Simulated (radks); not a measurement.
Values are calculated unless marked as measured or tabulated.
Problem. Sn, 50 electrons, occupied as [Kr] 4d9.5 5s0.5 5p4 (fractional occupations, a model configuration). Code: a radial shooting solver on a logarithmic mesh with Libxc functionals. Model: Dirac Kohn-Sham, PBE, spin-unpolarised, spherical densities, finite nucleus; open shells fill j = l - 1/2 first; Fermi nuclear charge, rms radius 4.6519 fm. Some entries of the table are withheld. Estimate them.

orbital  occ.  eigenvalue (hartree)  <r^2> (bohr^2)
1s1/2       2             -1065.698        0.001143
2s1/2       2             -161.0237         0.01851
2p1/2       2                   (1)             (2)
2p3/2       4                   (3)             (4)
3s1/2       2             -31.24912          0.1316
3p1/2       2             -26.94398          0.1265
3p3/2       4             -25.39609          0.1350
3d3/2       4             -17.78834             (5)
3d5/2       6             -17.46881             (6)
4s1/2       2              -5.11778          0.7547
4p1/2       2              -3.68284             (7)
4p3/2       4              -3.40246             (8)
4d3/2       4              -1.14835           1.356
4d5/2     5.5              -1.10882           1.392
5s1/2     0.5              -0.46358           5.997
5p1/2       2                   (9)           9.681
5p3/2       2                  (10)           10.58

Solution. 
(1) 2p1/2 eigenvalue (hartree): -150.4258
(2) 2p1/2 <r^2> (bohr^2): 0.01376
(3) 2p3/2 eigenvalue (hartree): -141.9503
(4) 2p3/2 <r^2> (bohr^2): 0.01507
(5) 3d3/2 <r^2> (bohr^2): 0.1160
(6) 3d5/2 <r^2> (bohr^2): 0.1185
(7) 4p1/2 <r^2> (bohr^2): 0.8494
(8) 4p3/2 <r^2> (bohr^2): 0.9076
(9) 5p1/2 eigenvalue (hartree): -0.19937
(10) 5p3/2 eigenvalue (hartree): -0.17893
